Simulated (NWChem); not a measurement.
Everything below was run with NWChem. System: 1,1,1-trifluoroethane (C$_{2}$H$_{3}$F$_{3}$), charge 0, spin multiplicity 1, at a geometry optimised with PBE0/def2-SVP. Level: B3LYP/6-311G** (spherical d), VWN1-RPA local correlation.

The NWChem input:

```
start mol
memory heap 200 mb stack 900 mb global 1100 mb
geometry units angstroms nocenter noautoz
  C     -1.462909    -0.119424     0.000000
  C      0.030948     0.002528     0.000000
  F      0.470710     0.662454     1.077264
  F      0.470710     0.662454    -1.077264
  F      0.622526    -1.197236     0.000000
  H     -1.785839    -0.664706     0.895805
  H     -1.785839    -0.664706    -0.895805
  H     -1.912071     0.881740     0.000000
  symmetry group Cs
end
basis spherical
  * library 6-311g**
end
dft
  xc b3lyp
  semidirect memsize 60000000 filesize 0
  iterations 100
end
task dft energy
```

NWChem printed:

```
             Northwest Computational Chemistry Package (NWChem) 7.3.0
             --------------------------------------------------------

                                NWChem Input Module
                                -------------------

 Scaling coordinates for geometry "geometry" by  1.889725989
 (inverse scale =  0.529177249)

 Turning off AUTOSYM since
 SYMMETRY directive was detected!

                             Geometry "geometry" -> ""
                             -------------------------

 Output coordinates in angstroms (scale by  1.889725989 to convert to a.u.)

  No.       Tag          Charge          X              Y              Z
 ---- ---------------- ---------- -------------- -------------- --------------
    1 C                    6.0000    -1.46290900    -0.11942400     0.00000000
    2 C                    6.0000     0.03094800     0.00252800     0.00000000
    3 F                    9.0000     0.47071000     0.66245400     1.07726400
    4 F                    9.0000     0.47071000     0.66245400    -1.07726400
    5 F                    9.0000     0.62252600    -1.19723600     0.00000000
    6 H                    1.0000    -1.78583900    -0.66470600     0.89580500
    7 H                    1.0000    -1.78583900    -0.66470600    -0.89580500
    8 H                    1.0000    -1.91207100     0.88174000     0.00000000

 Effective nuclear repulsion energy (a.u.)     202.2790277735

            Nuclear Dipole moment (a.u.)
            ----------------------------
        X                 Y               Z
 ---------------- ---------------- ----------------
    -0.0000018897     0.0000000000     0.0000000000

      Symmetry information
      --------------------

 Group name             Cs
 Group number              2
 Group order               2
 No. of unique centers     6

      Symmetry unique atoms

     1    2    3    5    6    8


 Summary of "ao basis" -> "" (spherical)
 ------------------------------------------------------------------------------
       Tag                 Description            Shells   Functions and Types
[...]
 Vector   21  Occ=2.000000D+00  E=-3.863064D-01  Symmetry=a'
              MO Center= -2.1D-01, -1.7D-02,  1.4D-14, r^2= 2.3D+00
   Bfn.  Coefficient  Atom+Function         Bfn.  Coefficient  Atom+Function
  ----- ------------  ---------------      ----- ------------  ---------------
     7      0.231334  1 C  px                79      0.205243  5 F  px
    43      0.203144  3 F  px                61      0.203144  4 F  px
    25     -0.196428  2 C  px                83      0.196256  5 F  px
    47      0.193628  3 F  px                65      0.193628  4 F  px
     3      0.155015  1 C  px                11      0.155044  1 C  px

 Vector   22  Occ=0.000000D+00  E= 4.640333D-02  Symmetry=a'
              MO Center= -1.9D+00, -1.6D-01,  4.7D-14, r^2= 4.7D+00
   Bfn.  Coefficient  Atom+Function         Bfn.  Coefficient  Atom+Function
  ----- ------------  ---------------      ----- ------------  ---------------
    10      1.697670  1 C  s                 93     -0.921652  6 H  s
    99     -0.921652  7 H  s                105     -0.921650  8 H  s
    11     -0.480958  1 C  px                 6      0.182008  1 C  s
    29     -0.162365  2 C  px                46      0.107597  3 F  s
    64      0.107597  4 F  s                 82      0.107595  5 F  s

 Vector   23  Occ=0.000000D+00  E= 8.815854D-02  Symmetry=a"
              MO Center= -1.7D+00, -7.4D-01, -1.5D-09, r^2= 4.2D+00
   Bfn.  Coefficient  Atom+Function         Bfn.  Coefficient  Atom+Function
  ----- ------------  ---------------      ----- ------------  ---------------
    93      1.546720  6 H  s                 99     -1.546720  7 H  s
    13     -0.990785  1 C  pz                31     -0.181826  2 C  pz
    27     -0.178301  2 C  pz                 9     -0.174430  1 C  pz
     5     -0.158982  1 C  pz                46      0.124840  3 F  s
    64     -0.124840  4 F  s                 23     -0.097681  2 C  pz

 Vector   24  Occ=0.000000D+00  E= 8.815933D-02  Symmetry=a'
              MO Center= -1.8D+00,  4.5D-01,  1.5D-09, r^2= 4.2D+00
   Bfn.  Coefficient  Atom+Function         Bfn.  Coefficient  Atom+Function
  ----- ------------  ---------------      ----- ------------  ---------------
   105      1.786010  8 H  s                 12     -0.987509  1 C  py
    93     -0.893000  6 H  s                 99     -0.893000  7 H  s
    30     -0.181217  2 C  py                26     -0.177709  2 C  py
     8     -0.173850  1 C  py                 4     -0.158454  1 C  py
    82     -0.144152  5 F  s                 22     -0.097357  2 C  py

 center of mass
 --------------
 x =   0.15749345 y =   0.01285710 z =   0.00000000

 moments of inertia (a.u.)
 ------------------
         326.611994567280          -1.542421074860           0.000000000000
          -1.542421074860         345.380114450256           0.000000000000
           0.000000000000           0.000000000000         345.506184568778

     Multipole analysis of the density
     ---------------------------------

     L   x y z        total         alpha         beta         nuclear
     -   - - -        -----         -----         ----         -------
     0   0 0 0     -0.000000    -21.000000    -21.000000     42.000000

     1   1 0 0     -0.846907     -0.423453     -0.423453     -0.000002
     1   0 1 0     -0.069141     -0.034571     -0.034571      0.000000
     1   0 0 1      0.000000      0.000000      0.000000      0.000000

     2   2 0 0    -19.051098    -63.728753    -63.728753    108.406408
     2   1 1 0      0.161224     -1.065533     -1.065533      2.292290
     2   1 0 1      0.000000      0.000000      0.000000      0.000000
     2   0 2 0    -21.012862    -50.763622    -50.763622     80.514381
     2   0 1 1      0.000000      0.000000      0.000000      0.000000
     2   0 0 2    -21.026066    -50.676601    -50.676601     80.327136

 Task  times  cpu:        4.5s     wall:        4.5s

 Total times  cpu:        4.6s     wall:        4.6s
```
